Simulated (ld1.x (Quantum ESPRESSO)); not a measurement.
## Configuration tests for bismuth (TM)

* Element: bismuth (Bi)
* Generator: ld1.x (Quantum ESPRESSO) 7.5
* Type: norm-conserving Troullier–Martins (Kleinman–Bylander form)
* Functional: LDA (PZ)
* Relativity: scalar-relativistic
* Frozen core: [Xe] 4f14
* Valence charge: 15
* Reference configuration: 5d10 6s2 6p3
* Partial waves: 6s (bound): rc 1.80 bohr; 6p (bound): rc 2.50 bohr; 5d (bound): rc 1.85 bohr; 5f channel at 0.1 Ry: rc 2.70 bohr
* Local potential: all-electron potential smoothed inside 1.45 bohr (lloc = -1)
* Core correction: a·sin(br)/r model core inside 1.05 bohr

Energies are relative to the spin-unpolarised reference configuration 5d10 6s2 6p3; without spin polarisation the order of configurations can differ from experiment. Spin-polarised rows fill each open shell by Hund’s rule, majority spin first. Not all tests gave a result: 1 of 9 tests not solved or not reliable. Left out of the table: 5d9 6s2 6p4 (solver errors, printed error -1492 eV).

(1) Give the all-electron excitation energy and the error of the potential for: 5d10 6s2 6p2; 5d10 6s2 6p1; 5d10 6s2 6p0; 5d10 6s2 6p2.5; 5d10 6s1 6p4; 5d10 6s2 6p3.3; 5d10 6s2 6p3 (spin-polarised); 5d10 6s2 6p2 (spin-polarised).

Levels in the configuration 5d10 6s1 6p4:

| level | all-electron (eV) | pseudo (eV) |
| --- | --- | --- |
| 5d | -28.794 | -28.835 |
| 6s | -15.797 | -15.805 |
| 6p | -5.430 | -5.429 |

Note: ghost states, extra bound levels that the all-electron valence spectrum of the same l lacks: s at -145.3 eV, p at -42.5 eV. A true bound ghost makes a file unfit for plane-wave use.

Answers

(1)

| valence configuration | charge | ΔE all-electron (eV) | error AE − PS (meV) |
| --- | --- | --- | --- |
| 5d10 6s2 6p2 | +1 | 8.154 | -4.1 |
| 5d10 6s2 6p1 | +2 | 23.719 | -13 |
| 5d10 6s2 6p0 | +3 | 47.434 | -28 |
| 5d10 6s2 6p2.5 | +0.5 | 3.208 | -1.6 |
| 5d10 6s1 6p4 | 0 | 10.177 | -6.2 |
| 5d10 6s2 6p3.3 | -0.3 | -1.152 | +0.5 |
| 5d10 6s2 6p3 (spin-polarised) | 0 | -1.024 | +7.7 |
| 5d10 6s2 6p2 (spin-polarised) | +1 | 7.602 | +1.0 |
